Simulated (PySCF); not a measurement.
## SMILES O=C/C1=C/CC/C=C\CC1, C9H12O

Molfile (atoms numbered from 1):
```
C9H12O
     RDKit          3D

 22 22  0  0  0  0  0  0  0  0999 V2000
    3.5194    0.1827    0.5088 O   0  0  0  0  0  0  0  0  0  0  0  0
    2.5726    0.9305    0.5459 C   0  0  0  0  0  0  0  0  0  0  0  0
    1.2209    0.6056    0.0412 C   0  0  0  0  0  0  0  0  0  0  0  0
    0.2911    1.5680    0.2061 C   0  0  0  0  0  0  0  0  0  0  0  0
   -1.1594    1.5953   -0.1406 C   0  0  0  0  0  0  0  0  0  0  0  0
   -1.8428    0.2681   -0.4752 C   0  0  0  0  0  0  0  0  0  0  0  0
   -1.8325   -0.7147    0.6647 C   0  0  0  0  0  0  0  0  0  0  0  0
   -0.8569   -1.5521    1.0391 C   0  0  0  0  0  0  0  0  0  0  0  0
    0.5014   -1.7900    0.4526 C   0  0  0  0  0  0  0  0  0  0  0  0
    1.0539   -0.7689   -0.5436 C   0  0  0  0  0  0  0  0  0  0  0  0
    2.6677    1.9591    0.9826 H   0  0  0  0  0  0  0  0  0  0  0  0
    0.6558    2.4985    0.6637 H   0  0  0  0  0  0  0  0  0  0  0  0
   -1.2892    2.3026   -0.9827 H   0  0  0  0  0  0  0  0  0  0  0  0
   -1.6899    2.0732    0.7025 H   0  0  0  0  0  0  0  0  0  0  0  0
   -1.4029   -0.1646   -1.3833 H   0  0  0  0  0  0  0  0  0  0  0  0
   -2.8891    0.4914   -0.7351 H   0  0  0  0  0  0  0  0  0  0  0  0
   -2.7385   -0.7202    1.2821 H   0  0  0  0  0  0  0  0  0  0  0  0
   -1.0717   -2.1782    1.9138 H   0  0  0  0  0  0  0  0  0  0  0  0
    0.5074   -2.7893   -0.0217 H   0  0  0  0  0  0  0  0  0  0  0  0
    1.2186   -1.8766    1.2874 H   0  0  0  0  0  0  0  0  0  0  0  0
    2.0577   -1.1081   -0.8397 H   0  0  0  0  0  0  0  0  0  0  0  0
    0.4478   -0.7407   -1.4575 H   0  0  0  0  0  0  0  0  0  0  0  0
  1  2  2  0
  2  3  1  0
  3  4  2  0
  4  5  1  0
  5  6  1  0
  6  7  1  0
  7  8  2  0
  8  9  1  0
  9 10  1  0
 10  3  1  0
  2 11  1  0
  4 12  1  0
  5 13  1  0
  5 14  1  0
  6 15  1  0
  6 16  1  0
  7 17  1  0
  8 18  1  0
  9 19  1  0
  9 20  1  0
 10 21  1  0
 10 22  1  0
M  END
```

Method: PySCF, TDDFT CAM-B3LYP/def2-SVPD excited states, vertical, gas phase. Geometry: PBE0-D3(BJ)/def2-SVP.

**Question.** How strongly do the lowest singlets absorb one photon, and two photons of half the energy?

**Answer.** δ for parallel linear polarisation; σ at the peak of a Lorentzian of half width 0.1 eV, single beam; Ω is circular over linear.
```tsv
state	E (eV)	f	photon λ (nm)	δ (au)	σ (GM)	Ω	main
S1	4.07	0.000	610	0.13	0.00	1.50	HOMO−2→LUMO 0.59, HOMO−1→LUMO 0.29
S2	5.63	0.011	441	28.4	0.33	0.57	HOMO→LUMO 0.94
S3	5.78	0.263	429	118	1.45	0.71	HOMO−1→LUMO 0.61, HOMO−2→LUMO 0.31
S4	6.77	0.047	366	34.5	0.58	0.97	HOMO→LUMO+1 0.55, HOMO→LUMO+3 0.16
S5	6.99	0.299	355	5.5	0.10	1.25	HOMO→LUMO+2 0.63, HOMO→LUMO+1 0.21
S6	7.09	0.006	350	2.04	0.04	1.03	HOMO−5→LUMO 0.25, HOMO−4→LUMO 0.14
```

Among these, the strongest one-photon state is S5, the strongest two-photon state S3, with a dipole change of 2.5 D (relaxed, norm of the difference vector).
